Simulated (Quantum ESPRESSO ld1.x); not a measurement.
Values are calculated unless marked as measured or tabulated.
Orbital energies (hartree) of the gallium ion Ga+, [Ar] 3d10 4s2: non-relativistic, with first-order perturbation theory as ld1.x prints it (mass-velocity, Darwin and spin-orbit terms), and from the self-consistent Dirac equation with open shells shared by 2j + 1. Spin-unpolarised spherical Kohn-Sham, LDA (Slater exchange, VWN5 correlation), point nucleus, ld1.x of Quantum ESPRESSO 7.5.

orbital,non-rel.,first order,Dirac
1s1/2,-370.480,-376.343,-375.439
2s1/2,-45.5072,-46.8246,-46.5957
2p1/2,-40.4001,-41.6141,-41.3314
2p3/2,-40.4001,-40.6293,-40.3172
3s1/2,-5.5486,-5.7711,-5.7243
3p1/2,-3.8917,-4.0712,-4.0226
3p3/2,-3.8917,-3.9423,-3.8889
3d3/2,-1.0424,-1.0668,-1.0304
3d5/2,-1.0424,-1.0496,-1.0133
4s1/2,-0.6011,-0.6190,-0.6120
4p1/2 (empty),-0.3426,-0.3517,-0.3462
4p3/2 (empty),-0.3426,-0.3453,-0.3396
5s1/2 (empty),-0.1390,-0.1419,-0.1399

First order keeps the non-relativistic potential frozen, so it lacks the indirect effect: the contracted s and p shells screen the nucleus better and push d and f levels up in the self-consistent Dirac solution.
